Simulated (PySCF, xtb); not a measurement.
Sn(Cl)2(OH)(NH2) (Cl₂H₃NOSn), SMILES [NH2][Sn]([OH])([Cl])[Cl]. One conformer was computed; it need not be the lowest.

Harmonic wavenumbers (cm⁻¹) from GFN2-xTB in xtb 6.7.1 at its own minimum, in rising order: 57, 91, 94, 110, 131, 135, 169, 284, 336, 432, 497, 762, 775, 805, 1443, 3350, 3380, 3637.

**Question.** What does PBE-D3(BJ)/def2-SVP in PySCF give at its own minimum? (Estimate from the structure and the level; the computed values follow.)

**Answer.** 31, 97, 129, 134, 147, 162, 214, 346, 371, 547, 610, 688, 872, 882, 1485, 3392, 3493, 3699. Paired by order, the mean absolute difference is 56 cm⁻¹ and the zero-point energies are 23.6 and 24.7 kcal/mol.
